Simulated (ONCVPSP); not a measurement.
**carbon: variants of one ONCV potential**

Base potential:

```
Element                 : C (Z = 6)
Generator               : ONCVPSP 4.0.1
Type                    : optimised norm-conserving Vanderbilt (ONCV)
Functional              : PBE
Relativity              : scalar-relativistic
Frozen core             : [He]
Valence charge          : 4
Reference configuration : 2s2 2p1 (charge +1)
Partial waves           : 2s: rc 1.00 bohr, ncon 4, nbas 7, qcut 5.2 1/bohr, 3 projectors, debl 2.8 Ha; 2p: rc 2.35 bohr, ncon 3, nbas 8, qcut 5.6 1/bohr, 3 projectors, debl 0.4 Ha
Local potential         : polynomial inside 1.00 bohr (lpopt 3, dvloc0 1 Ha)
Core correction         : none
```

In the p channel the program set the typed energies aside and used -0.625, 0.250, 0.650 Ha.

All-electron outer shells of the reference configuration (PBE, scalar-relativistic, ld1.x):

```tsv
shell	level (eV)	outermost node (bohr)	outermost maximum (bohr)
1s	-288.39	–	0.17
2s	-25.76	0.38	1.17
2p	-17.00	–	1.11
```

Cutoffs, loose and tight: the cutoffs (Ha) at which the residual kinetic energy of the hardest occupied pseudo-wave falls to 1 and 0.1 mHa per electron. They do not see the model core or the augmentation charge, which bear on the density cutoff. Test errors are all-electron minus pseudo excitation energies from the reference, over the configurations 2s2 2p2; 2s2 2p0; 2s1 2p0; 2s1 2p3. A dash means not determined; rows that change the core or the reference have their own tests.

A true bound ghost makes a file unfit for plane-wave use even where its test errors are small: the radial tests pick states by their node count and pass the ghost by.

```tsv
change	outcome	cutoff, loose	cutoff, tight	bound ghosts	GHOST(+) flags above zero	largest test error (meV)
base	generated, projector energies reset by the program	41 Ha	103 Ha	s	s	+721
p: qcut 3.8	generated, projector energies reset by the program	41 Ha	103 Ha	s, p	s, p	+1287
p: qcut 6.3	generated, projector energies reset by the program	41 Ha	103 Ha	s	s	+601
p: qcut 6.7	generated, projector energies reset by the program	41 Ha	103 Ha	s	s	+550
p: qcut 7.2	generated, projector energies reset by the program	41 Ha	103 Ha	s	s	+495
p: qcut 7.9	generated, projector energies reset by the program	41 Ha	103 Ha	s	s	+449
p: qcut 8.3	generated, projector energies reset by the program	41 Ha	103 Ha	s	s	+441
```

Q: What comes out with this change to the base: p: qcut 4.4?

A: outcome: generated, projector energies reset by the program; cutoff, loose: 41 Ha; cutoff, tight: 103 Ha; bound ghosts: s; GHOST(+) flags above zero: s, p; largest test error (meV): +1031.

Q: What comes out with this change to the base: p: qcut 5.2?

A: outcome: generated, projector energies reset by the program; cutoff, loose: 41 Ha; cutoff, tight: 103 Ha; bound ghosts: s; GHOST(+) flags above zero: s; largest test error (meV): +803.

Q: What comes out with this change to the base: p: qcut 3.3?

A: outcome: generated, projector energies reset by the program; cutoff, loose: 41 Ha; cutoff, tight: 103 Ha; bound ghosts: s, p; GHOST(+) flags above zero: s; largest test error (meV): +1565.

Reading the sweep of the qcut of the p channel (base included, trends over the rows without a ghost): Bound ghosts are found at 3.3, 3.8, 4.4, 5.2, 5.6, 6.3, 6.7, 7.2, 7.9, 8.3 1/bohr. Every judged row has one, so this setting neither creates nor removes them.
